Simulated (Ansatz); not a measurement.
**Question.** Name a neutral molecule of C, F, Si, Sn and H with HOMO energy (ωB97M-V/def2-TZVPP) between -8.55 and -8.25 eV and LUMO energy (PBE0/def2-TZVPP) between -1.10 and -0.80 eV (Ansatz, PBE0-D4/def2-TZVP geometry).

**Answer.** `F[CH]1[SiH2][SnH2]1` (-8.48 eV, -1.07 eV). Other molecules can fit too; these were computed, each in one conformer that needn't be the lowest.
